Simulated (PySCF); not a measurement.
Eu(II) with more and more H2O

Computed with PySCF 2.14.0, PBE0, def2-SVP on the ligands, density fitting, scalar-relativistic core potentials, no spin-orbit coupling, vacuum. The metal has lcecp-0-SVP with ECP53. Each complex is relaxed within the symmetry of its template. Distances are means of the shortest metal–ligand contacts, charges and spins Mulliken's; removal energies are rigid, with the ligand's formal charge and no counterpoise, so too large; for an anion taken off a cation in vacuum most of it is the attraction of opposite charges, and multiply charged cations can part far more cheaply with an electron moved from ligand to metal. lcecp potentials hold a fixed number of 4f electrons in the core, out of states, spins and gaps.

| complex | point group | M–H2O (Å) | charge on M (e) | removal of one H2O (eV) | strongest infrared band, degenerate modes summed (cm⁻¹) | unstable modes (below −25 cm⁻¹) |
| --- | --- | --- | --- | --- | --- | --- |
| [Eu(H2O)]2+ | C2v | 2.425 | 1.78 | 2.43 | 577 | 0 |
| [Eu(H2O)2]2+ | D2d | 2.479 | 1.59 | 2.14 | 562 | 0 (lowest -22 cm⁻¹, within noise) |
| [Eu(H2O)4]2+ | S4 | 2.513 | 1.27 | 1.80 | 510 | 0 |

Question: What does the calculation give for [Eu(H2O)3]2+?

Answer: point group: D3, M–H2O (Å): 2.489, charge on M (e): 1.43, removal of one H2O (eV): 1.96, strongest infrared band, degenerate modes summed (cm⁻¹): 3828, unstable modes (below −25 cm⁻¹): 0 (lowest -22 cm⁻¹, within noise).
```xyz
10

Eu    0.0000    0.0000    0.0000
O     2.4889    0.0000    0.0000
H     3.0907    0.6099    0.4608
H     3.0907   -0.6099   -0.4608
O    -1.2445    2.1555    0.0000
H    -2.0736    2.3717    0.4608
H    -1.0172    2.9816   -0.4608
O    -1.2445   -2.1555    0.0000
H    -1.0171   -2.9816    0.4608
H    -2.0736   -2.3717   -0.4608
```

The more ligands, the longer each bond and the weaker the last ligand is held.

Members with unstable modes aren't minima as they stand: saddle points kept by symmetry or, where the modes are soft, flat surfaces and noise. Moved off a saddle point of the template and relaxed again: [Eu(H2O)3]2+, [Eu(H2O)4]2+. One start shape was tried for each, so a minimum needn't be the lowest isomer.
